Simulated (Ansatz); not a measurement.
```yaml
crystal:
  periodic: [false, false, false]
  atoms:
    - {symbol: I, position_ang: [0.309946, 0.285290, 0.041741]}
    - {symbol: Ge, position_ang: [0.009946, -0.014710, -0.008259]}
    - {symbol: I, position_ang: [2.121697, -1.352003, 0.112448]}
    - {symbol: I, position_ang: [-1.523799, -1.029121, -1.705612]}
    - {symbol: I, position_ang: [0.548804, 2.337438, -0.671181]}
basis:
  gaussian: {orbitals: def2-TZVPD}
hamiltonian: {xc: {name: PBEsol}, dispersion: d4}
scf: {lower_state_search: light}
```

```sh
$ ansatz run in.yaml --threads 2 --pin off --events-out ev --progress --plain --max-ram 32768MiB --backend cuda --devices 0, --max-vram 18GiB
```

It prints (some lines left out):

```
Functional definition: PBEsol
2025 factors; their error is unknown
mean field evaluation 1: about -84473.9133 eV, gradient 2.4e2 eV
mean field evaluation 2: about -84161.4600 eV, gradient 4.3e2 eV
mean field evaluation 4: about -84502.3862 eV, gradient 7.4e1 eV
mean field evaluation 8: about -84513.7148 eV, gradient 6.7e0 eV
mean field evaluation 16: about -84513.6175 eV, gradient 1.1e0 eV
a density is far from that of the atoms, so the factors are made again for it
2634 factors; integrals over basis functions are off by at most 2.1e-4 eV
mean field evaluation 32: about -84513.6173 eV, gradient 1.7e-5 eV
mean field -84513.61732259 eV, -3105.8181512179 hartree, gradient 2.6e-5 eV, S^2 0.000000; 0 other end points of the search recorded, 0 dependent functions left out
reference -84513.61741615 eV, -3105.8181546561 hartree; 66, 66 occupied and 224, 224 virtual orbitals, 2634 factors
Total energy: -84513.76779079 eV, -3105.8236808223 hartree
```

Something in this input is off. What?

One atom was put on top of another. Self-consistency was reached. The result belongs to that input, not to the molecule as meant.
